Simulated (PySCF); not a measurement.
**Spin–orbit doublets of 2p levels**

Compound: n-GeSiSiSiH10.
Z-matrix (Å and degrees, PBE0-D3(BJ)/def2-SVP geometry), rows numbered from 1:
```
Ge
Si  1  2.3854
Si  2  2.3449  1  108.99
Si  3  2.3461  2  108.03  1   -60.44
H   1  1.5405  2  110.12  3   -53.39
H   1  1.5401  2  111.39  3  -173.94
H   1  1.5405  2  109.75  3    65.71
H   2  1.4978  1  108.94  3  -118.75
H   2  1.4968  1  110.06  3   122.59
H   3  1.4976  2  109.29  1    58.64
H   3  1.4973  2  111.03  1   178.34
H   4  1.4959  3  109.21  2    60.79
H   4  1.4951  3  111.60  2  -178.77
H   4  1.4955  3  109.51  2   -57.98
```

Theory: PySCF 2.14.0, delta-SCF UKS SCAN, pcX-2 on the ionised atom, pcseg-1 elsewhere, spin-free X2C. Vertical ΔSCF values, vacuum level as zero. Spin–orbit coupling isn't in the SCF: each 2p doublet comes from a relaxed spin-free hole plus a matrix of the shell (mean-field spin–orbit coupling and the ground-state 2p splitting), with 2p3/2 averaged over its two sublevels. The splitting includes the ligand field, and 2p3/2 is the mean of two sublevels.

| atom | mean of the 2p shell (eV) | splitting (eV) |
| --- | --- | --- |
| Si2 | 106.447 | 0.623 |
| Si3 | 106.416 | 0.623 |
| Si4 | 106.707 | 0.623 |

Where do the two lines of each doublet lie?

2p3/2 = mean − splitting/3 and 2p1/2 = mean + 2 × splitting/3:

```tsv
atom	environment	2p3/2 (eV)	2p1/2 (eV)
Si2	silicon bonded to Ge, Si and 2 H	106.24	106.86
Si3	silicon bonded to 2 Si and 2 H	106.21	106.83
Si4	silicon bonded to Si and 3 H	106.50	107.12
```

What are the 1s binding energies of the same atoms?

Si2 1845.92 eV; Si3 1845.86 eV; Si4 1846.21 eV.

Which Kα1 and Kα2 emission energies and wavelengths follow?

The photon carries the difference of the 1s-hole and 2p-hole states, both at the ground state's geometry; λ = 12398.42 eV Å/E.

```json
{"atom": "Si2", "Kα1 (eV)": "1739.68", "Kα2 (eV)": "1739.06", "λ(Kα1) (Å)": "7.1268", "λ(Kα2) (Å)": "7.1294"}
{"atom": "Si3", "Kα1 (eV)": "1739.65", "Kα2 (eV)": "1739.03", "λ(Kα1) (Å)": "7.1270", "λ(Kα2) (Å)": "7.1295"}
{"atom": "Si4", "Kα1 (eV)": "1739.71", "Kα2 (eV)": "1739.09", "λ(Kα1) (Å)": "7.1267", "λ(Kα2) (Å)": "7.1293"}
```

Over the 3 silicon sites the 1s value ranges over 0.35 eV, 2p3/2 over 0.29 eV and Kα1, their difference, over 0.06 eV.

No level of germanium is listed. The structure is a single PBE0-D3(BJ)/def2-SVP conformer in the gas phase; no vibrational or solvent corrections.

The run took 95 s wall on one thread of an Intel Xeon at 2.50 GHz, on a shared host, and the process peaked at 0.63 GiB of memory.
